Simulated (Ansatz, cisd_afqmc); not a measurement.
Species: NaOH, charge 0, triplet. This triplet is an excited state, 3.3 eV above the singlet at CCSD(T)/def2-QZVPP (Ansatz, a quantum-chemistry and plane-wave program). NaOH (parent SMILES [OH][Na], triplet).
B3LYP-D3(BJ)/def2-TZVP minimum from Ansatz:
```xyz
3

Na    -0.9453    -0.3741    -0.7251
O      1.1590     0.3483     0.8812
H      1.1264     1.3288     0.9262
```
Charge 0, spin multiplicity 3.

Total energies in def2-SVP, 8 correlated electrons, 6 frozen orbitals. Radicals and triplets start from unrestricted determinants; spin-orbit coupling is neglected. Correlated methods leave the cores frozen. No relativity. AFQMC is phaseless with a CISD trial state; ± is one standard error, without the phaseless bias. Outlying blocks are dropped, and bars are widened where a walk drifts. Over all cases where full CI ran beside it in this data, AFQMC minus full CI had a median of +0.1 mEh and passed +0.4 mEh in a tenth of the cases. Full CI freezes restricted core orbitals and the other rows unrestricted ones, which leaves a small offset even where coupled cluster is exact. The spin of HNaO (parent SMILES [OH][Na], triplet) was assumed, and the state is the lowest solution found for it.

```csv
method,program,energy (Eh),error against FCI (mEh)
HF,Ansatz,-237.12185,169.06
MP2,Ansatz,-237.27348,17.43
CCSD,Ansatz,-237.28833,2.58
CCSD(T),Ansatz,-237.29043,0.48
CCSDT(Q),Ansatz,-237.29094,-0.03
CCSDTQ,Ansatz,-237.29095,-0.04
AFQMC/CISD,cisd_afqmc,-237.2909 ± 0.0001,0.0 ± 0.1
FCI,Ansatz,-237.29091,0.00
```

Rough core times of Ansatz's runs on a shared machine: CCSD(T) 20 s, CCSDT(Q) 30 s, CCSDTQ 4 min, FCI 20 min.
